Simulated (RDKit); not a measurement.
RDKit input (MMFF94):

```python
from rdkit import Chem
from rdkit.Chem import AllChem, rdDetermineBonds

mol = Chem.MolFromXYZFile('mol.xyz')
rdDetermineBonds.DetermineBonds(mol, charge=-1)
print('SMILES', Chem.MolToSmiles(Chem.RemoveHs(mol)))
ff = AllChem.MMFFGetMoleculeForceField(mol, AllChem.MMFFGetMoleculeProperties(mol))
e0 = ff.CalcEnergy()
flag = ff.Minimize(maxIts=5000, forceTol=1e-5)
print(f'energy {e0:.4f} -> {ff.CalcEnergy():.4f} kcal/mol, converged: {flag == 0}')
print(Chem.MolToXYZBlock(mol))
```
mol.xyz:
```
7

C      1.93247900    -0.08126400     0.33074900
C      0.69176600    -0.29335800     0.02596800
C     -0.61454500    -0.46758400    -0.12127800
O     -1.56059900     0.62372400    -0.10743000
H      2.60144600     0.10003200    -0.52662500
H     -1.13045500    -1.41076100    -0.23471300
H     -1.04439500     1.37417600     0.20815100
```

Output:

```
SMILES C#C[CH-]O
energy 41.3644 -> 2.1608 kcal/mol, converged: True
7

C      1.862748   -0.080166   -0.216252
C      0.678644   -0.258876   -0.138312
C     -0.712913   -0.464905   -0.046204
O     -1.571308    0.576286    0.160671
H      2.914430    0.074675   -0.285975
H     -1.199692   -1.425291   -0.128082
H     -1.096212    1.423242    0.228976
```

The dipole moment of an ion depends on the origin.

The geometry given is a B3LYP-D3(BJ)/def2-TZVP minimum.
